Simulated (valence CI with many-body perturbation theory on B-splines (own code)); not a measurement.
**Which ion has this spectrum?**

A relativistic CI+MBPT calculation for an atom or ion with 6 electrons gives these levels (eV):

| J | Parity | E | g |
| --- | --- | --- | --- |
| 0 | even | 0.0 |  |
| 1 | even | 2421.0 | 1.46 |
| 2 | even | 2438.9 | 1.12 |
| 2 | odd | 2788.6 | 1.47 |
| 1 | odd | 2891.5 | 1.11 |
| 2 | even | 4893.8 | 1.28 |
| 0 | even | 4968.4 |  |
| 2 | odd | 5177.4 | 1.54 |
| 3 | odd | 5223.7 | 1.28 |
| 0 | odd | 5302.5 |  |
| 1 | odd | 5328.9 | 1.29 |
| 2 | odd | 5336.3 | 1.03 |
| 1 | odd | 5342.0 | 1.27 |
| 2 | even | 5724.9 | 1.29 |

The energies are calculated, and their last digits are not significant.

(1) Which is it?
A. Hg74+
B. Rn80+
C. Bi77+
D. At79+

## Answers

(1) C. Bi77+, ground level (2s^2 2p1/2^2) J=0.
